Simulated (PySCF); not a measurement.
H₄O, SMILES [OH4+2], charge +2. Atoms are numbered in the order given.

```xyz
5

O      0.0000     0.0000     0.0000
H     -0.6029     0.6029    -0.6029
H      0.6029     0.6029     0.6029
H      0.6029    -0.6029    -0.6029
H     -0.6029    -0.6029     0.6029
```
Charge +2, spin multiplicity 1.

Geometry: r2SCAN-D4/def2-TZVPD.

These are PBE0/pcSseg-2 (PySCF) values and carry that method's errors.

GIAO shieldings, no solvent; atoms alike by connectivity are averaged. δ = σ(ref) − σ: ¹⁷O against H2O (σ = 327.8 ppm); ¹H against TMS (σ = 31.54 ppm), references at their B3LYP-D3(BJ)/def2-TZVP geometries, non-relativistic.

Computed chemical shifts:
```csv
nucleus,atoms,count,δ (ppm)
¹⁷O,O1,1,44.0
¹H,"H2, H3, H4, H5",4,13.99
```
